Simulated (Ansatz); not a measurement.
C6H6N (SMILES Nc1[c]cccc1), doublet, geometry from GFN2-xTB. Base run: PBE0/pcseg-1 in Ansatz (a first-principles code).

Input for Ansatz:
Ansatz 0.2 input:
```yaml
crystal:
  periodic: [false, false, false]
  atoms:
    - {symbol: N, position_ang: [2.29860263, -0.10269741, -0.43202811]}
    - {symbol: C, position_ang: [0.94730490, -0.07104129, -0.15047653]}
    - {symbol: C, position_ang: [0.15454108, -1.19702592, -0.15877412]}
    - {symbol: C, position_ang: [-1.18662254, -1.21384003, 0.04392116]}
    - {symbol: C, position_ang: [-1.83247905, 0.00333077, 0.27756657]}
    - {symbol: C, position_ang: [-1.08410192, 1.16547363, 0.29608986]}
    - {symbol: C, position_ang: [0.28195560, 1.14034632, 0.08972417]}
    - {symbol: H, position_ang: [2.75252956, -0.99209279, -0.30019751]}
    - {symbol: H, position_ang: [2.83504755, 0.69160033, -0.12177972]}
    - {symbol: H, position_ang: [-1.75091955, -2.13455025, 0.02770138]}
    - {symbol: H, position_ang: [-2.89960850, 0.02395912, 0.44019263]}
    - {symbol: H, position_ang: [-1.57189258, 2.11263484, 0.47896231]}
    - {symbol: H, position_ang: [0.86103691, 2.05386958, 0.11101112]}
basis:
  gaussian:
    orbitals: pcseg-1.json
hamiltonian:
  xc: pbe0
magnetization: {spin_polarized: true, initial_magnetization: 1}
```
The basis file holds pcseg-1 in the JSON format of the Basis Set Exchange.

The base run was repeated with changes; each row names its change, and settings that it needs were set with it.

```csv
change,ΔE vs base (mEh)
base,0.000
"point_charge = charge:0.5 position_ang:-5.6346, 0.38, 2.1329",-0.666
"final_grid = 4, 8, 17",0.398
"final_grid = 10, 20, 41",0.000
"point_charge = charge:1.0 position_ang:-0.7854, 0.6525, -5.88",-7.340
lower_state_search = off,0.000
fitting.mean_field = cc-pVTZ-JKFIT,-0.071
"final_grid = 14, 28, 59",0.000
fitting.mean_field = def2-universal-JKFIT,-0.070
nuclear_model = gaussian,0.026
lower_state_search = light,0.000
```
